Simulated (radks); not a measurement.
Results of a calculation; reference values are marked as such.
Problem. Isoelectronic series with 5 electrons, all held in the configuration [He] 2s2 2p1, which need not be the ground one along the series. Level of theory: scalar-relativistic Kohn-Sham, PBE, spin-polarised, spherical densities, point nucleus; open shells are filled with parallel spins first (spin-orbit coupling, left out, can overturn this in heavy ions) (a radial shooting solver on a logarithmic mesh with Libxc functionals). Total energies (hartree) and mean radii <r> (bohr) (* marks an orbital that is empty in some or all of the ions):

| ion | E (hartree) | 2p down* | 2p up | 2s down | 2s up |
|---|---|---|---|---|---|
| B | -24.61300 | 2.368 | 2.255 | 1.971 | 1.939 |
| O3+ | -71.21144 | 0.9278 | 0.9129 | 0.9835 | 0.9722 |
| Si9+ | -239.16827 | 0.4344 | 0.4312 | 0.4930 | 0.4900 |
| Cl12+ | -360.75453 | 0.3437 | 0.3417 | 0.3945 | 0.3925 |
| Ca15+ | -507.64194 | 0.2843 | 0.2829 | 0.3285 | 0.3272 |
| V18+ | -680.05346 | 0.2423 | 0.2413 | 0.2812 | 0.2802 |
| Fe21+ | -878.25387 | 0.2111 | 0.2103 | 0.2456 | 0.2449 |
| Cu24+ | -1102.55170 | 0.1869 | 0.1863 | 0.2178 | 0.2172 |
| Ge27+ | -1353.30151 | 0.1676 | 0.1671 | 0.1955 | 0.1950 |
| Sr33+ | -1935.82314 | 0.1387 | 0.1384 | 0.1618 | 0.1615 |
| Nb36+ | -2268.56242 | 0.1276 | 0.1273 | 0.1487 | 0.1485 |
| Ru39+ | -2629.69711 | 0.1181 | 0.1178 | 0.1375 | 0.1373 |
| Ag42+ | -3019.86571 | 0.1098 | 0.1096 | 0.1277 | 0.1275 |
| Sn45+ | -3439.77900 | 0.1026 | 0.1024 | 0.1191 | 0.1189 |

Estimate the row of Br30+.

Solution. E (hartree) -1630.90677; 2p down* 0.1518; 2p up 0.1514; 2s down 0.1772; 2s up 0.1768.
